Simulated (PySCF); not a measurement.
C4H7ClSi.

```xyz
13

C     -0.7954    -2.7899     0.0000
C     -0.3598    -1.6531     0.0000
Si     0.3344     0.0477     0.0000
C      1.3263     0.3262    -1.5593
C      1.3263     0.3262     1.5593
Cl    -1.2747     1.3867     0.0000
H     -1.1855    -3.7916     0.0000
H      0.7003     0.1690    -2.4508
H      2.1743    -0.3766    -1.6023
H      1.7205     1.3542    -1.5880
H      1.7205     1.3542     1.5880
H      2.1743    -0.3766     1.6023
H      0.7003     0.1690     2.4508
```

Geometry optimised at B3LYP-D3(BJ)/def2-SVP.

All values below come from PySCF with PBE0/pcSseg-1. Non-relativistic, no solvent.

Computed absolute GIAO shielding of each atom: isotropic value and principal components (ppm):
| atom | σ(iso) | σ11 | σ22 | σ33 | span |
|---|---|---|---|---|---|
| C1 | 80.3 | 0.7 | 2.1 | 238.2 | 237.6 |
| C2 | 95.3 | -4.8 | -2.6 | 293.3 | 298.1 |
| Si3 | 343.0 | 289.1 | 365.7 | 374.3 | 85.2 |
| C4 | 179.4 | 169.5 | 179.1 | 189.5 | 19.9 |
| C5 | 179.4 | 169.5 | 179.1 | 189.5 | 19.9 |
| Cl6 | 915.5 | 855.1 | 887.3 | 1004.0 | 148.8 |
| H7 | 28.8 | 23.9 | 24.0 | 38.5 | 14.6 |
| H8 | 30.5 | 26.6 | 28.2 | 36.8 | 10.2 |
| H9 | 30.9 | 26.9 | 28.2 | 37.8 | 11.0 |
| H10 | 30.8 | 26.8 | 28.5 | 37.2 | 10.3 |
| H11 | 30.8 | 26.8 | 28.5 | 37.2 | 10.3 |
| H12 | 30.9 | 26.9 | 28.2 | 37.8 | 11.0 |
| H13 | 30.5 | 26.6 | 28.2 | 36.8 | 10.2 |
